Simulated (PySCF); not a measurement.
# Hf⁵³⁺: ionisation energy

Hf⁵³⁺ [Ar] 3d1 [3d3/2^1, M_J = 3/2] → Hf⁵⁴⁺ [Ar], as a difference of total energies. Calculation: PySCF 2.14, in an even-tempered Gaussian basis (15 s from 15 bohr⁻², ratio 2.8; 12 p from 19 bohr⁻², ratio 2.8; 8 d from 19 bohr⁻², ratio 2.8; 3 f from 58 bohr⁻², ratio 3); the two-component X2C-1e Hamiltonian. Correlated levels: [Ne] frozen; the 72 highest virtual spinors dropped. "Screened" scales the spin-orbit matrix elements by Boettger's factors to mimic the two-electron term; Breit and QED terms are absent.

```
                    method  ionisation energy (eV)
           GHF (spin-free)                  4941.7
          GMP2 (spin-free)                  4941.2
 GHF (screened spin-orbit)                  4982.3
GMP2 (screened spin-orbit)                  4981.9
```

Breit and QED terms and the two-electron picture change are absent.

The spin-free rows lack the spin-orbit shift.

For comparison: 4980 ± 5 eV (theoretical estimate listed by NIST; NIST Atomic Spectra Database, ionization energies).
